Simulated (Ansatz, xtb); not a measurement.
**C3H3BrN2: which of two isomers lies lower**

We compare I, `Brc1ncc[nH]1`, a singlet, with II, `Brc1cnc[nH]1`, a singlet. Both are isolated molecules in the gas phase, relaxed with PBE-D3(BJ)/def2-SVP.

Quicker runs give these differences E(II) − E(I): GFN2-xTB +0.72 kcal/mol; HF/STO-3G +1.22 kcal/mol (at GFN2-xTB geometries); r2SCAN-D4/def2-SVP +0.99 kcal/mol (at GFN2-xTB geometries).

Problem. Estimate E(II) − E(I) at the level CCSD(T)/def2-SVP + ΔMP2/def2-TZVPP.

Solution. CCSD(T)/def2-SVP + ΔMP2/def2-TZVPP gives E(II) − E(I) = +0.61 kcal/mol, slightly favouring structure I, which is too small a margin to settle the true order.

The same difference at several levels:

| level | geometry | E(II) − E(I) (kcal/mol) | departure from the last row (kcal/mol) | job, with rough time for the two |
| --- | --- | --- | --- | --- |
| GFN2-xTB | GFN2-xTB | +0.72 | +0.11 | optimisation, 0.14 s |
| HF/STO-3G | GFN2-xTB | +1.22 | +0.61 | single point, 0.54 s |
| r2SCAN-D4/def2-SVP | GFN2-xTB | +0.99 | +0.38 | single point, 6 s |
| PBE-D3(BJ)/def2-SVP | PBE-D3(BJ)/def2-SVP | +0.80 | +0.19 | optimisation, 22 s |
| HF/def2-SVP | PBE-D3(BJ)/def2-SVP | +0.71 | +0.10 | part of the CCSD(T) run |
| MP2/def2-SVP | PBE-D3(BJ)/def2-SVP | +0.82 | +0.21 | part of the CCSD(T) run |
| CCSD(T)/def2-SVP | PBE-D3(BJ)/def2-SVP | +0.65 | +0.04 | single point |
| CCSD(T)/def2-SVP + ΔMP2/def2-TZVPP | PBE-D3(BJ)/def2-SVP | +0.61 |  | single point, 77 s |

As drawn, both hold the same kinds of bond in the same numbers.

The largest departure from CCSD(T)/def2-SVP + ΔMP2/def2-TZVPP is that of HF/STO-3G, 0.61 kcal/mol. The last row adds to CCSD(T) the change of the MP2 difference between the two basis sets, here −0.04 kcal/mol.

With thermal terms from frequencies at re-optimised GFN2-xTB minima (ideal gas, soft modes damped towards free rotors, one conformer each, 298.15 K, 1 atm): the zero-point term adds +0.03 kcal/mol; ΔH is +0.66 and ΔG +0.60 kcal/mol.

The correlated steps freeze 14 core orbitals; the filled d shell of Br is correlated, in a basis made for valence electrons. Programs: Ansatz 0.2.0, xtb 6.7.1; the last row on 2 threads of Arm Neoverse V1 on a shared host.
